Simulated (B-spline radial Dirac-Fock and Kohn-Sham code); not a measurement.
# W⁵⁺ 5s: cross section and angular parameters

System: tungsten as W⁵⁺, configuration [Xe] 4f14 5d1; threshold 146.4 eV (orbital energy of the model). The computed values come from a radial B-spline solver: Dirac-Hartree-Slater photoionisation with a Latter tail; cross sections with all multipoles, angular parameters from the dipole term and its interference with E2.

For linearly polarised light dσ/dΩ = σ/(4π) [1 + β P₂(cos θ) + (δ + γ cos²θ) sin θ cos φ], with θ from the polarisation vector and φ the angle between the beam and the projection of the electron momentum on the plane normal to the polarisation.

| hν (eV) | σ (kb) | β | γ |
| --- | --- | --- | --- |
| 182 | 74.4 | 1.586 | 0.118 |
| 319 | 45.2 | 1.786 | 0.344 |
| 400 | 35.0 | 1.823 | 0.395 |
| 650 | 18.2 | 1.870 | 0.445 |
| 679 | 17.1 | 1.873 | 0.446 |
| 754 | 14.8 | 1.881 | 0.447 |
| 953 | 10.6 | 1.897 | 0.442 |
| 1253.6 | 7.02 | 1.910 | 0.405 |
| 1486.9 | 5.38 | 1.917 | 0.368 |
| 1850 | 3.79 | 1.924 | 0.307 |
| 1920 | 3.57 | 1.925 | 0.294 |
| 2984.4 | 1.70 | 1.937 | 0.125 |
| 5900 | 0.497 | 1.949 | -0.124 |
| 6000 | 0.482 | 1.949 | -0.128 |
| 6080 | ? | ? | ? |
| 7150 | 0.345 | 1.951 | -0.154 |
| 7880 | 0.286 | 1.952 | -0.157 |
| 8047.8 | 0.275 | 1.952 | -0.157 |
| 9251.7 | 0.209 | 1.953 | -0.143 |
| 12900 | 0.108 | 1.955 | -0.013 |

Question: Give the values at 6080 eV.

Answer: σ = 0.470 kb, β = 1.949, γ = -0.130. For an s subshell δ is negligible.
